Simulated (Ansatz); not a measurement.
Consider the ligand exchange at the Si–C bond: `[SiH3]C([SiH3])I` + `[NH2][GaH][SiH3]` → `[SiH3][NH][GaH][SiH3]` + `[SiH3]CI`.

Program: Ansatz. Geometries: PBE0-D4/def2-TZVP. ΔE: electronic, gas phase. CCSD(T)/CBS adds triple-zeta CCSD(T) − MP2 to the extrapolated MP2 energy (def2 sets, frozen cores). DFT in def2-TZVPP. B3LYP here is the variant with VWN-RPA as its local correlation; programs differ in this. def2 core potentials past Kr. For Ga, I outer-core shells are correlated without core-valence functions, which leaves a few kJ/mol of doubt a bond. Scalar relativity is left out up to krypton. Each species was taken in one conformer, which may not be the lowest.

`[SiH3]C([SiH3])I`:

Cartesian coordinates in Å:
```
Si 0.887 -0.991 -0.922
C -0.646 -0.258 -0.123
Si -0.327 1.050 1.188
I -1.833 0.642 -1.676
H 1.685 0.099 -1.536
H 0.505 -1.984 -1.956
H 1.699 -1.663 0.131
H -1.272 -1.053 0.287
H 0.454 0.433 2.296
H -1.611 1.569 1.720
H 0.459 2.157 0.590
```

`[NH2][GaH][SiH3]`:

```xyz
9

N    -1.871   -0.568   -0.281
Ga   -0.553    0.101    0.775
Si    1.621    0.347   -0.217
H    -2.818   -0.715    0.024
H    -1.741   -0.836   -1.242
H    -0.980    0.452    2.241
H     2.067    1.769   -0.182
H     1.635   -0.098   -1.639
H     2.639   -0.454    0.520
```

`[SiH3][NH][GaH][SiH3]`:

Cartesian coordinates in Å:
```
Si 0.006 2.545 0.187
N -0.313 0.887 -0.166
Ga 0.610 -0.600 0.398
Si -0.212 -2.733 -0.349
H 0.277 3.342 -1.044
H -1.134 3.202 0.887
H 1.204 2.589 1.065
H -1.110 0.702 -0.759
H 1.843 -0.304 1.315
H -1.415 -2.582 -1.215
H 0.829 -3.457 -1.130
H -0.585 -3.591 0.810
```

`[SiH3]CI`:

```xyz
8

Si   -0.335   -0.653    0.616
C     0.482    0.443   -0.670
I    -0.409    2.389   -0.635
H    -0.150   -0.061    1.963
H     0.298   -2.001    0.579
H    -1.782   -0.781    0.312
H     0.352    0.070   -1.685
H     1.544    0.594   -0.481
```

```
             level  ΔE (kcal/mol)  difference from CCSD(T)/CBS
            PBE-D4           -9.9                          1.2
           PBE0-D4          -10.6                          0.5
          B3LYP-D4          -12.1                         -1.0
           ωB97M-V          -11.3                         -0.2
            B2PLYP          -12.9                         -1.8
               PBE          -10.7                          0.4
            r2SCAN          -11.6                         -0.5
              PBE0          -11.4                         -0.3
             B3LYP          -13.5                         -2.4
     HF/def2-TZVPP          -16.2                         -5.1
SCS-MP2/def2-TZVPP          -12.4                         -1.3
CCSD(T)/def2-TZVPP          -11.8                         -0.7
     HF/def2-QZVPP          -16.3                         -5.2
SCS-MP2/def2-QZVPP          -12.1                         -1.0
     MP2/CBS(def2)          -10.6                          0.5
    CCSD/CBS(def2)          -11.7                         -0.6
       CCSD(T)/CBS          -11.1                            0
```

Largest T1 diagnostic among the species: 0.015.

In def2-TZVPP, CCSD(T) changes the Hartree–Fock value by +4.4 kcal/mol (the triples alone add +0.7 kcal/mol) and MP2 by +4.9 kcal/mol. The D4 term adds +1.4 kcal/mol with B3LYP and +0.7 kcal/mol with PBE0; it sums over pairs of atoms, weighted by their polarisabilities, and B3LYP, whose exchange is more repulsive, gets the larger term.
